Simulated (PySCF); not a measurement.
Species: C5H8O3.
SMILES with atom numbers: `[CH2:1]=[C:2]([CH2:3][O:4][CH3:5])[C:6](=[O:7])[OH:8]` (hydrogens: H9, H10 on C1; H11, H12 on C3; H13, H14, H15 on C5; H16 on O8)

Computed geometry: GFN2-xTB, gas phase.

**Question.** What internal coordinates does the optimisation give?

**Answer.** 
| bond | length (Å) | order |
| --- | --- | --- |
| C1=C2 | 1.329 | double |
| C2–C3 | 1.501 | single |
| C3–O4 | 1.405 | single |
| O4–C5 | 1.403 | single |
| C2–C6 | 1.482 | single |
| C6=O7 | 1.204 | double |
| C6–O8 | 1.345 | single |
| C1–H9 | 1.077 | single |
| C1–H10 | 1.075 | single |
| C3–H11, C3–H12 | 1.103 | single |
| C5–H13, C5–H15 | 1.097 | single |
| C5–H14 | 1.088 | single |
| O8–H16 | 0.970 | single |

Bonds in one row agree within 0.01 Å and their mean is given. Orders are formal, as drawn. A selection of angles:
| angle | degrees |
| --- | --- |
| C1–C2–C3 | 124.0 |
| C1–C2–C6 | 119.5 |
| C3–C2–C6 | 116.5 |
| C2–C3–O4 | 110.7 |
| C3–O4–C5 | 112.6 |
| C2–C6–O7 | 125.2 |
| C2–C6–O8 | 113.0 |
| O7–C6–O8 | 121.9 |
| H16–O8–C6 | 109.7 |

Dihedral angles: C1–C2–C3–O4 0° (synperiplanar); C2–C3–O4–C5 180° (antiperiplanar); C1–C2–C6–O7 0° (synperiplanar); H16–O8–C6–C2 180° (antiperiplanar).

The 3 C–C bonds span 1.329 Å (C1=C2, drawn double) to 1.501 Å (C2–C3, drawn single), a spread of 0.172 Å. Of the pairs four or more bonds apart, O4···H10 is among the closest relative to their van der Waals radii: 2.41 Å, 89 % of the sum of Bondi's values. The 4 C–O bonds span 1.204 Å (C6=O7, drawn double) to 1.405 Å (C3–O4, drawn single), a spread of 0.201 Å. O8 (acid hydroxyl oxygen) is bent (angle 109.7°). The 8 heavy atoms lie in one plane (0.002 Å rms).

Point group: Cs (tolerance 0.08 Å). No frequency check. One conformer, not necessarily the lowest (C1–C2–C3–O4 0°, C2–C3–O4–C5 180°, C1–C2–C6–O7 0°, C2–C6–O8–H 180°).
